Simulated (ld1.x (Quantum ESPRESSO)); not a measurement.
**What one change does to a pseudopotential (Rb, TM)**

ld1.x (Quantum ESPRESSO) 7.5 input, shortened:

```
&input
   title='Rb', zed=37., rel=1, dft='PZ', iswitch=3,
   config='[Kr] 4d-2 4f-2 5s1 5p0'
 /
 &inputp
   pseudotype=2, tm=.true., lloc=1,
   nlcc=.true., new_core_ps=.true., rcore=1.60
 /
4
5S  1  0   1.00   0.00  3.20  3.20  0.0
4D  3  2  -2.00  -0.15  3.35  3.35  0.0
4F  4  3  -2.00  -0.10  3.50  3.50  0.0
5P  2  1   0.00   0.00  3.30  3.30  0.0
 &test
   configts(1)='5s1 5p0'
 /
```

All-electron outer shells of the reference configuration (LDA (PZ), scalar-relativistic, ld1.x):

```
shell  level (eV)  outermost node (bohr)  outermost maximum (bohr)
   4p      -16.03                   0.64                      1.42
   5s       -2.37                   1.79                      4.22
   5p       -0.79                   2.20                      6.14
```

Change: local potential the d channel.

Cutoffs: the cutoffs (Ry, on a coarse ladder) from which the occupation-weighted sum of valence levels, in a spherical-Bessel basis at the reference potential, stays within 10 and 1 mRy of its value at 400 Ry; they do not see the model core or the augmentation charge, which bear on the density cutoff. Errors are all-electron minus pseudo energies relative to the spin-unpolarised reference configuration.

Question: What does the change do?

Answer: Both files are so soft that the ladder of cutoffs tells neither apart; both files keep a bound ghost (s); of the 4 tests that both files solve, the error grows in 1 and shrinks in 0 by more than 15 % and 0.3 meV (median size 2.9 → 4.0 meV); the range in which the d phases agree widens (upper end 0.1 → 1.1); the range in which the f phases agree widens (upper end 0.8 → 2.7).

| quantity | base | changed |
| --- | --- | --- |
| cutoff, loose | 6 Ry | 6 Ry |
| cutoff, tight | 8 Ry | 8 Ry |
| bound ghosts | s | s |
| error for 5s0.5 5p0, meV [ΔE 1.66 eV] | -3.3 | -3.6 |
| error for 5s0 5p1, meV [ΔE 1.62 eV] | -2.5 | +14 |
| error for 5s1 5p0 (spin-polarised), meV [ΔE -0.13 eV] | -1.2 | -1.2 |
| error for 5s0.5 5p0 (spin-polarised), meV [ΔE 1.62 eV] | -4.1 | -4.3 |
| s: phases at 3.79 bohr within 0.05 rad from the reference energy up to (Ry; the scan ends near 5) | 2.2 | 1.7 |
| p: phases at 3.79 bohr within 0.05 rad from the reference energy up to (Ry; the scan ends near 5) | 0.1 | -0.0 |
| d: phases at 3.79 bohr within 0.05 rad from the reference energy up to (Ry; the scan ends near 5) | 0.1 | 1.1 |
| f: phases at 3.79 bohr within 0.05 rad from the reference energy up to (Ry; the scan ends near 5) | 0.8 | 2.7 |

 A true bound ghost makes a file unfit for plane-wave use even where its test errors are small: the radial tests pick states by their node count and pass the ghost by.
